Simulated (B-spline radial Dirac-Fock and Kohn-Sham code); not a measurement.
**Relativistic shifts of the levels of Ce⁴⁸⁺**

System: the Ce⁴⁸⁺ ion, configuration [He] 2s2 2p6.

Both columns are ΔSCF binding energies of the configuration average from an atomic code on a B-spline grid: non-relativistic Hartree-Fock with a point nucleus, and Dirac-Fock with a finite nucleus and the Coulomb interaction alone, averaged over the two j levels with weights 2j+1.

```
shell  Hartree-Fock (eV)  Dirac-Fock (eV)  shift (eV)  shift (%)
   1s            42095.1          44118.0    +2022.83      +4.81
   2s             9274.4           9835.9     +561.50      +6.05
   2p             8978.2           9186.9     +208.65      +2.32
```

Relativity binds 1s, 2s, 2p more strongly, among those listed most of all 2s in relative terms.

Values without a named source are computed, but for edge energies of neutral atoms, which are taken from tables.
